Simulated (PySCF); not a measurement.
Compound: C₄H₁₄Si₃.
Numbering: `[SiH3:1][SiH:2]([SiH3:3])[CH:4]1[CH2:5][CH2:6][CH2:7]1` (hydrogens: H8, H9, H10 on Si1; H11 on Si2; H12, H13, H14 on Si3; H15 on C4; H16, H17 on C5; H18, H19 on C6; H20, H21 on C7)

The same species was optimised twice, with GFN2-xTB and with PBE0-D3(BJ)/def2-SVP (PySCF), and the same property calculations (PySCF, gas phase) were run on both structures.

```json
{"coordinate": "Si1–Si2 (Å)", "GFN2-xTB": "2.323", "PBE0-D3(BJ)/def2-SVP": "2.346", "change": "+0.023"}
{"coordinate": "Si2–Si3 (Å)", "GFN2-xTB": "2.323", "PBE0-D3(BJ)/def2-SVP": "2.345", "change": "+0.022"}
{"coordinate": "Si2–C4 (Å)", "GFN2-xTB": "1.910", "PBE0-D3(BJ)/def2-SVP": "1.892", "change": "-0.018"}
{"coordinate": "C4–C5 (Å)", "GFN2-xTB": "1.541", "PBE0-D3(BJ)/def2-SVP": "1.551", "change": "+0.010"}
{"coordinate": "C4–C7 (Å)", "GFN2-xTB": "1.541", "PBE0-D3(BJ)/def2-SVP": "1.550", "change": "+0.009"}
{"coordinate": "C5–C6 (Å)", "GFN2-xTB": "1.535", "PBE0-D3(BJ)/def2-SVP": "1.540", "change": "+0.005"}
{"coordinate": "C6–C7 (Å)", "GFN2-xTB": "1.535", "PBE0-D3(BJ)/def2-SVP": "1.540", "change": "+0.005"}
{"coordinate": "Si1–Si2–Si3 (°)", "GFN2-xTB": "117.7", "PBE0-D3(BJ)/def2-SVP": "109.4", "change": "-8.3"}
{"coordinate": "Si1–Si2–C4 (°)", "GFN2-xTB": "108.3", "PBE0-D3(BJ)/def2-SVP": "110.3", "change": "+2.0"}
{"coordinate": "Si2–C4–C7 (°)", "GFN2-xTB": "117.4", "PBE0-D3(BJ)/def2-SVP": "119.4", "change": "+2.0"}
{"coordinate": "Si2–C4–C5 (°)", "GFN2-xTB": "117.3", "PBE0-D3(BJ)/def2-SVP": "119.3", "change": "+2.0"}
{"coordinate": "Si3–Si2–C4 (°)", "GFN2-xTB": "108.4", "PBE0-D3(BJ)/def2-SVP": "110.1", "change": "+1.7"}
{"coordinate": "C4–C5–C6 (°)", "GFN2-xTB": "89.6", "PBE0-D3(BJ)/def2-SVP": "88.6", "change": "-1.0"}
{"coordinate": "C4–C7–C6 (°)", "GFN2-xTB": "89.6", "PBE0-D3(BJ)/def2-SVP": "88.6", "change": "-1.0"}
{"coordinate": "C5–C4–C7 (°)", "GFN2-xTB": "89.2", "PBE0-D3(BJ)/def2-SVP": "88.1", "change": "-1.1"}
{"coordinate": "Si1–Si2–C4–C5 (°)", "GFN2-xTB": "168", "PBE0-D3(BJ)/def2-SVP": "173", "change": "+5"}
```

Rotational constants: A = 1563, B = 986.5, C = 641.6 MHz (GFN2-xTB) against A = 1654, B = 923.4, C = 630.6 MHz (PBE0-D3(BJ)/def2-SVP). Point groups within 0.08 Å: Cs and Cs.

On the GFN2-xTB structure: HOMO (eV) -7.68 [PBE0/pcSseg-1]; LUMO (eV) -0.39 [PBE0/pcSseg-1]; dipole (D) 1.11 [PBE0/pcSseg-1]; GIAO shielding of Si1/Si3 (mean) (ppm) 468.2 [PBE0/pcSseg-1]; GIAO shielding of Si2 (ppm) 416.7 [PBE0/pcSseg-1]; GIAO shielding of C4 (ppm) 168.5 [PBE0/pcSseg-1]; GIAO shielding of C5/C7 (mean) (ppm) 158.3 [PBE0/pcSseg-1]; GIAO shielding of C6 (ppm) 165.7 [PBE0/pcSseg-1].

Question: What do these properties become on the PBE0-D3(BJ)/def2-SVP structure?

Answer: 
| property | level | on GFN2-xTB | on PBE0-D3(BJ)/def2-SVP | change |
| --- | --- | --- | --- | --- |
| HOMO (eV) | PBE0/pcSseg-1 | -7.68 | -7.75 | -0.07 |
| LUMO (eV) | PBE0/pcSseg-1 | -0.39 | -0.09 | +0.30 |
| dipole (D) | PBE0/pcSseg-1 | 1.11 | 1.22 | +0.11 |
| energy, GFN2-xTB geometry as zero (kcal/mol) | PBE0/pcSseg-1 | 0.0 | -3.5 | -3.5 |
| GIAO shielding of Si1/Si3 (mean) (ppm) | PBE0/pcSseg-1 | 468.2 | 459.8 | -8.4 |
| GIAO shielding of Si2 (ppm) | PBE0/pcSseg-1 | 416.7 | 419.8 | +3.1 |
| GIAO shielding of C4 (ppm) | PBE0/pcSseg-1 | 168.5 | 164.0 | -4.5 |
| GIAO shielding of C5/C7 (mean) (ppm) | PBE0/pcSseg-1 | 158.3 | 153.9 | -4.4 |
| GIAO shielding of C6 (ppm) | PBE0/pcSseg-1 | 165.7 | 158.7 | -7.0 |

The heavy atoms differ by 0.118 Å rms after alignment. Among bonds between heavy atoms Si1–Si2 and Si2–Si3 change most and about equally (+0.022 to +0.023 Å). Changes are differences of the printed values. Neither structure is proved a minimum here.

Conformer computed: `[SiH3:1][SiH:2]([SiH3:3])[CH:4]1[CH2:5][CH2:6][CH2:7]1`: Si1–Si2–C4–C5 173°.
